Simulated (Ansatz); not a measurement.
Cost and result for the atomization energy of `[NH2][GeH2][NH2]` (9 atoms, 8 bonds).

```xyz
9

N     0.7867    0.1235    1.3186
Ge    0.3654   -0.0049   -0.4599
N    -1.4636   -0.1144   -0.4666
H     0.4406    0.9580    1.7712
H     1.7650    0.0052    1.5391
H     1.1398   -1.2430   -0.9692
H     0.6992    1.2183   -1.3455
H    -1.8983   -0.0034   -1.3712
H    -1.8348   -0.9394   -0.0164
```

Charge 0, multiplicity 1. Correlated methods include outer-core shells of Ge, which these sets cover unevenly. Scalar relativity is left out up to krypton. Geometry: relaxed with PBE0-D4/def2-TZVP. It is one conformer, not always the lowest. Program: Ansatz. All runs use 2 threads of a server CPU on a shared host. Times are those of one run each, without the atoms' runs, and a repeat can differ threefold. Electronic energies, without spin–orbit coupling; frozen cores. CCSD(T)/CBS adds CCSD(T) − MP2 in def2-TZVPP to the MP2 limit, and its time is that of the two runs behind it. T1 = 0.010. With those shells the extrapolation isn't a true limit. B3LYP takes the VWN-RPA correlation (the form of Gaussian; ORCA's B3LYP/G).

CCSD(T)/CBS is a level of theory with its own doubt, some kJ/mol a heavy atom from the limit and from the frozen cores, so smaller differences don't rank the functionals.

| level | functions | wall time |
| --- | --- | --- |
| LDA (SPW92)/def2-TZVPP | 194 | 0.55 s |
| revPBE-D4/def2-TZVPP | 194 | 0.8 s |
| BLYP-D4/def2-TZVPP | 194 | 0.85 s |
| CAM-B3LYP-D4/def2-TZVPP | 194 | 1.3 s |
| B3LYP-D4/def2-TZVPP (with forces) | 194 | 1.6 s |
| r2SCAN-D4/def2-TZVPP (with forces) | 194 | 1.7 s |
| CCSD(T)/def2-SVP | 90 | 1.8 s |
| B2PLYP/def2-TZVPP | 194 | 2 s |
| PBE-QIDH/def2-TZVPP | 194 | 2.1 s |
| ωB97X-V/def2-TZVPP | 194 | 2.8 s |
| MP2/def2-QZVPP | 383 | 7.5 s |
| CCSD(T)/def2-TZVPP | 194 | 26 s |
| CCSD(T)/CBS(def2) | – | 34 s |

(1) What atomization energy does each give, and how far from CCSD(T)/CBS? (Best estimate.)

Results:

(1) Ansatz gave: 
```
                             level  atomization (kJ/mol)  difference from CCSD(T)/CBS  per bond
            LDA (SPW92)/def2-TZVPP                3188.8                        388.2      48.5
              revPBE-D4/def2-TZVPP                2744.6                        -56.0      -7.0
                BLYP-D4/def2-TZVPP                2792.2                         -8.4      -1.1
           CAM-B3LYP-D4/def2-TZVPP                2808.0                          7.4       0.9
 B3LYP-D4/def2-TZVPP (with forces)                2793.7                         -6.9      -0.9
r2SCAN-D4/def2-TZVPP (with forces)                2764.0                        -36.6      -4.6
                  CCSD(T)/def2-SVP                2556.7                       -243.9     -30.5
                 B2PLYP/def2-TZVPP                2758.8                        -41.8      -5.2
               PBE-QIDH/def2-TZVPP                2739.2                        -61.4      -7.7
                ωB97X-V/def2-TZVPP                2808.7                          8.1       1.0
                    MP2/def2-QZVPP                2770.1                        -30.5      -3.8
                CCSD(T)/def2-TZVPP                2717.3                        -83.3     -10.4
                 CCSD(T)/CBS(def2)                2800.6                          0.0       0.0
```

From BLYP to BHLYP (50 % exact exchange), in def2-TZVPP and without D4, the atomization energy moves by −72.3 kJ/mol: exact exchange takes away binding that semilocal exchange gives to molecules. At CCSD(T), def2-SVP lies −243.9 kJ/mol from the extrapolated value and def2-TZVPP −83.3 kJ/mol: correlation converges slowly with the basis, and small sets miss more of it in the bonded molecule than in its fragments. In def2-TZVPP, CCSD(T) changes the Hartree–Fock value by +856.4 kJ/mol (the triples alone add +40.3 kJ/mol) and MP2 by +859.7 kJ/mol; breaking electron pairs costs correlation energy, which Hartree–Fock lacks.
